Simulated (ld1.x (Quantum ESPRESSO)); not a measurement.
Ranking TM potentials for I (Z = 53)

All share these settings but for the change named:

```json
{
 "Element": "I",
 "Generator": "ld1.x (Quantum ESPRESSO) 7.5",
 "Type": "norm-conserving Troullier–Martins (Kleinman–Bylander form)",
 "Functional": "PBE",
 "Relativity": "fully relativistic",
 "Frozen core": "[Kr] 4d10",
 "Valence charge": "7",
 "Reference configuration": "5s1.5 5p5.5",
 "Partial waves": "5p (bound): rc 1.70 bohr; 5s (bound): rc 1.75 bohr",
 "Local potential": "the s channel",
 "Core correction": "Bessel-smoothed model core inside 1.40 bohr"
}
```

Open shells are filled in proportion to 2j + 1 (rel_dist='average').

Cutoff: the first of the cutoffs (Ry, on a coarse ladder) from which the occupation-weighted sum of valence levels, in a spherical-Bessel basis at the reference potential, stays within 10 and 1 mRy of its value at 400 Ry; the density cutoff is not measured.

The base gives 40 Ry.

Of 8 variants that were run, those that failed, showed a ghost or another fault, or gave nearly equal values are left out.

A variant can come out equal or close to the base.

Problem. Rank these variants from softest to hardest (loose cutoff).
A. reference 5s2 5p5
B. wave 5s (bound): rc 1.75 bohr becomes 5s (bound): rc 2.66 bohr
C. wave 5p (bound): rc 1.70 bohr becomes 5p (bound): rc 2.00 bohr

Solution. C (30 Ry), B (35 Ry), A (40 Ry).
